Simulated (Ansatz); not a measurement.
C$_{3}$H$_{9}$AlF$_{2}$Si, SMILES `C[Si](C)(C)[Al]([F])[F]`, 16 atoms. The species carries charge 0 and has multiplicity 1. Hardware: A = 2 threads of an AMD EPYC 7R13 on a shared host; B = 2 threads of an AMD EPYC 7R13 on a shared host and a share of an NVIDIA H100 80 GB. Correlated methods freeze the cores. Open-shell runs search over several starts.

Task: How many basis functions does each run have, and how long does it take in Ansatz? direct RPA on PBE orbitals/def2-TZVPP energy [B]; UHF-CCSD(T)/def2-TZVPP energy of the cation [B]; RKS PBE0-D4/def2-SVP energy [A]; RHF-CCSD(T)/def2-TZVPP energy [B]; UKS PBE-D4/def2-TZVPP energy of the cation [B]; UKS ωB97X-V/def2-TZVPP energy of the cation [B]; UHF-MP2/def2-QZVPP energy of the cation [B]; UKS B2PLYP (frozen core)/def2-TZVPP energy of the cation [B]; RHF-CCSD(T)/def2-SVP energy [B]; UKS PBE0-D4/def2-TZVPP energy of the cation [B]; RKS ωB97X-V/def2-TZVPP energy [B]; RHF-MP2/def2-QZVPP energy [B]. (Best estimate.)

Result: Ansatz gave: Other jobs shared the machine, so times are rough.

```json
{"level": "RKS PBE0-D4/def2-SVP", "job": "energy [A]", "functions": "151", "wall time": "3.4 s", "peak host memory (GiB)": "0.5"}
{"level": "RKS ωB97X-V/def2-TZVPP", "job": "energy [B]", "functions": "365", "wall time": "3.6 s", "peak host memory (GiB)": "0.96"}
{"level": "direct RPA on PBE orbitals/def2-TZVPP", "job": "energy [B]", "functions": "365", "wall time": "3.7 s", "peak host memory (GiB)": "1.6"}
{"level": "RHF-CCSD(T)/def2-SVP", "job": "energy [B]", "functions": "151", "wall time": "3.9 s", "peak host memory (GiB)": "0.8"}
{"level": "UKS PBE0-D4/def2-TZVPP", "job": "energy of the cation [B]", "functions": "365", "wall time": "4 s", "peak host memory (GiB)": "0.95"}
{"level": "UKS PBE-D4/def2-TZVPP", "job": "energy of the cation [B]", "functions": "365", "wall time": "4.5 s", "peak host memory (GiB)": "0.94"}
{"level": "RHF-MP2/def2-QZVPP", "job": "energy [B]", "functions": "695", "wall time": "5.5 s", "peak host memory (GiB)": "1.3"}
{"level": "UKS B2PLYP (frozen core)/def2-TZVPP", "job": "energy of the cation [B]", "functions": "365", "wall time": "6 s", "peak host memory (GiB)": "1.7"}
{"level": "UKS ωB97X-V/def2-TZVPP", "job": "energy of the cation [B]", "functions": "365", "wall time": "7 s", "peak host memory (GiB)": "1.1"}
{"level": "RHF-CCSD(T)/def2-TZVPP", "job": "energy [B]", "functions": "365", "wall time": "12 s", "peak host memory (GiB)": "0.86"}
{"level": "UHF-MP2/def2-QZVPP", "job": "energy of the cation [B]", "functions": "695", "wall time": "12 s", "peak host memory (GiB)": "1.4"}
{"level": "UHF-CCSD(T)/def2-TZVPP", "job": "energy of the cation [B]", "functions": "365", "wall time": "94 s", "peak host memory (GiB)": "1.6"}
```
